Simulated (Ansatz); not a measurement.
The cluster Al₄F₂⁻, relaxed as a doublet with UKS PBE-D4/def2-SVPD in Ansatz, starting from the GFN2-xTB geometry. Force threshold 0.02 eV/Å.

The structure comes from a short search, and lower isomers may exist.

Start:

| atom | x (Å) | y (Å) | z (Å) |
| --- | --- | --- | --- |
| Al1 | -2.1712 | 1.7886 | -0.7837 |
| Al2 | -1.4230 | -0.5778 | -1.1171 |
| Al3 | 0.6524 | -1.6068 | 0.1073 |
| Al4 | 0.1979 | 1.1687 | 0.0419 |
| F5 | 1.0655 | -2.7701 | 1.3435 |
| F6 | 1.6785 | 1.9974 | 0.4080 |

Estimate the energy that the relaxation releases and the steps that it takes.

0.18 eV, in 16 steps; 52 s on 4 threads of Arm Neoverse N1 on a shared host. The force fell under the threshold at step 10, but the optimiser went on. No frequencies were taken in this run, so the end may be a saddle point.

Does the start keep its bonding?

By distances, no bond broke or formed. The bond that changes most is Al3–Al4, from 2.81 to 2.63 Å (atoms count from 1).

Predict the relaxed structure.


```xyz
6

Al   -1.9885    1.9346   -1.1725
Al   -1.5808   -0.5891   -0.7436
Al    0.4348   -1.5815    0.3713
Al    0.2727    1.0229    0.0198
F     1.3499   -2.9207    0.9994
F     1.5119    2.1338    0.5256
```
Bond lengths (bridged metal pairs left out): 5 × Al–Al 2.51 to 2.71 Å; 2 × Al–F 1.74 Å.
